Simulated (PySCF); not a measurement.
**Zinc: a sound run and one with changed settings**

Sound run: Zn⁺ [Ar] 3d10 4s1, Zn²⁺ [Ar] 3d10. Computed with PySCF 2.14 in aug-cc-pVDZ-PP with ECP10MDF (5s5p4d2f, 54 functions), with scalar relativity through the core potential. The sound run starts from symmetry-adapted Hartree-Fock orbitals and uses a fine grid where one is needed.

Changed run: initial guess atom, at most 50 SCF cycles, level shift 10.0 hartree.

```json
{"species": "Zn⁺", "method": "UHF", "sound run (hartree)": "-225.66323", "changed run (hartree)": "-225.66319", "converged": "no"}
{"species": "Zn⁺", "method": "MN15", "sound run (hartree)": "-227.11315", "changed run (hartree)": "-227.11300", "converged": "no"}
{"species": "Zn⁺", "method": "LDA", "sound run (hartree)": "-226.35220", "changed run (hartree)": "-226.35202", "converged": "no"}
{"species": "Zn²⁺", "method": "UHF", "sound run (hartree)": "-225.04579", "changed run (hartree)": "-225.04579", "converged": "no"}
{"species": "Zn²⁺", "method": "MN15", "sound run (hartree)": "-226.46387", "changed run (hartree)": "-226.46387", "converged": "no"}
{"species": "Zn²⁺", "method": "LDA", "sound run (hartree)": "-225.65775", "changed run (hartree)": "-225.65775", "converged": "no"}
```

A level shift slows the SCF but leaves a converged energy unchanged.
